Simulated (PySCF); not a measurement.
**How methods differ on the excitation energy of Al**

Al [Ne] 3s2 3p1 (2P) → Al [Ne] 3s1 3p1 4s1 (4P), as a difference of total energies. All numbers are calculated (PySCF 2.14, the spin-free X2C one-electron Hamiltonian (Gaussian nucleus), in aug-cc-pCVTZ-DK (8s7p5d3f, 75 functions)). Correlated levels: valence: [Ne] frozen. The calculations carry no spin-orbit coupling.

```csv
method,excitation energy (eV)
UHF,6.433
MP2 (valence),7.249
SCS-MP2 (valence),7.500
CCSD (valence),7.527
CCSD(T) (valence),7.556
```

Problem. How much does correlation contribute at CCSD(T) (valence)?

Solution. 7.556 − (6.433) = 1.123 eV, measured against UHF.

The upper state lies above the first ionisation limit, but in LS coupling its spin forbids autoionisation to the ground ion. A Rydberg-like electron needs more diffuse functions than a valence basis has.

The promoted electron is Rydberg-like, and one or two diffuse shells describe it only roughly, which tends to raise the upper state.
